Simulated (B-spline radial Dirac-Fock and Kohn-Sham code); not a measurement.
# Magnetic form factor of the 3d shell of Sn²⁹⁺

System: tin as Sn²⁹⁺, [Ar] 3d3.

Input file task.json (cfg lists n, l and occupation; rrms is the nuclear radius in fm):

```json
{"items": [{
  "Z": 50,
  "q": 29,
  "cfg": [[1, 0, 2], [2, 0, 2], [2, 1, 6], [3, 0, 2], [3, 1, 6], [3, 2, 3]],
  "A": 120,
  "rrms": 4.6519,
  "do": ["scatter"],
  "s": [0.0, 0.08, 0.1, 0.12, 0.14, 0.17, 0.2, 0.24, 0.29, 0.35, 0.42, 0.5, 0.6, 0.72, 0.86, 1.03, 1.24, 1.49, 1.79, 2.14, 2.57, 3.09, 3.7],
  "pz": [0, 0.1, 0.2, 0.3, 0.4, 0.5, 0.6, 0.8, 1.0, 1.2, 1.4, 1.6, 1.8, 2.0, 2.5, 3.0, 4.0, 5.0, 7.0, 10.0, 15.0, 20.0, 30.0, 40.0, 60.0, 100.0],
  "hv_scatter": [1000, 2000, 5000, 8047.8, 17479.3, 30000, 50000, 100000]
}]}
```

Run with: `python xray_run.py task.json out`

These are calculated numbers from a radial atomic solver; the model is Dirac-Fock densities. ⟨j_K⟩ is the integral of the 3d radial density with the spherical Bessel function j_K(4πsr), s = sin θ/λ.

| s (Å⁻¹) | ⟨j0⟩ | ⟨j2⟩ | ⟨j4⟩ |
| --- | --- | --- | --- |
| 0 | 1.0000 | 0.0000 | 0.0000 |
| 0.08 | 0.9958 | 0.0017 | 0.0000 |
| 0.1 | 0.9934 | 0.0026 | 0.0000 |
| 0.12 | 0.9905 | 0.0038 | 0.0000 |
| 0.14 | 0.9872 | 0.0051 | 0.0000 |
| 0.17 | 0.9811 | 0.0075 | 0.0000 |
| 0.2 | 0.9740 | 0.0104 | 0.0000 |
| 0.24 | 0.9627 | 0.0148 | 0.0001 |
| 0.29 | 0.9461 | 0.0213 | 0.0002 |
| 0.35 | 0.9224 | 0.0305 | 0.0004 |
| 0.42 | 0.8903 | 0.0428 | 0.0008 |
| 0.5 | 0.8482 | 0.0586 | 0.0016 |
| 0.6 | 0.7889 | 0.0801 | 0.0031 |
| 0.72 | 0.7108 | 0.1072 | 0.0060 |
| 0.86 | 0.6144 | 0.1384 | 0.0110 |
| 1.03 | 0.4968 | 0.1720 | 0.0198 |
| 1.24 | 0.3610 | 0.2031 | 0.0341 |
| 1.49 | 0.2250 | 0.2214 | 0.0542 |

Radial moments of the shell: ⟨r²⟩ = 0.08949, ⟨r⁴⟩ = 0.01360, ⟨r⁶⟩ = 0.003148 in powers of bohr.
